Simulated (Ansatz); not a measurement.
Abridged output of a molecular run in Ansatz:

```
Functional definition: HF
1344 factors; integrals over basis functions are off by at most 9.8e-4 eV
mean field evaluation 1: about -10702.7662 eV, gradient 2.8e1 eV
mean field evaluation 2: about -10702.9470 eV, gradient 2.8e1 eV
mean field evaluation 4: about -10705.7034 eV, gradient 3.6e0 eV
mean field evaluation 8: about -10705.7520 eV, gradient 2.0e-1 eV
mean field -10705.75227250 eV, -393.4291393948 hartree, gradient 1.9e-6 eV, S^2 0.000000; 0 other end points of the search recorded, 0 dependent functions left out; unrestricted orbitals would lower it
8 core orbitals not correlated: weight in the atoms' cores, before any rotation towards them, 1.000 or more for the frozen orbitals, at most 0.000 for the correlated occupied ones
reference -10705.75227250 eV, -393.4291393948 hartree; 11, 11 occupied and 214, 214 virtual orbitals, 1344 factors
second order -14.91712532 eV of doubles, -0.00000000 eV of singles
cycle   1  -15.85037003 eV  change   -9.3e-1 eV  update   9.2e-2
cycle   2  -16.34620027 eV  change   -5.0e-1 eV  update   3.0e-2
cycle   3  -16.42092608 eV  change   -7.5e-2 eV  update   1.2e-2
cycle   4  -16.41570856 eV  change    5.2e-3 eV  update   3.8e-3
cycle   5  -16.41570217 eV  change    6.4e-6 eV  update   1.4e-3
cycle   6  -16.41557257 eV  change    1.3e-4 eV  update   5.0e-4
cycle   7  -16.41553088 eV  change    4.2e-5 eV  update   1.7e-4
cycle   8  -16.41558851 eV  change   -5.8e-5 eV  update   7.7e-5
cycle   9  -16.41558954 eV  change   -1.0e-6 eV  update   2.3e-5
perturbative correction -0.68123442 eV, -0.0250349032 hartree
Total energy: -10722.84909646 eV, -394.0574360866 hartree
```

Its atoms:

Z-matrix (Å, degrees):
```
Si
B 1 2.018
H 1 1.488 2 114.7
H 1 1.494 2 109.9 3 121.6
H 1 1.494 2 109.7 3 -121.4
C 2 1.536 1 121.9 3 -178.8
H 2 1.200 1 121.2 3 1.2
C 6 1.340 2 120.5 1 179.4
H 6 1.089 2 122.0 1 -0.3
H 8 1.087 6 122.8 2 -179.7
H 8 1.086 6 120.6 2 0.2
```

Question: Which basis set was used?
A. cc-pV(Q+d)Z
B. def2-TZVPP
C. def2-SVP
D. def2-QZVPP

Answer: B. It gives 233 functions.

Question: Write the keys of the input that set method, charge and spin (a neutral closed shell needs none for the last two).

Answer: 
```yaml
correlation: {method: ccsd_t}
```
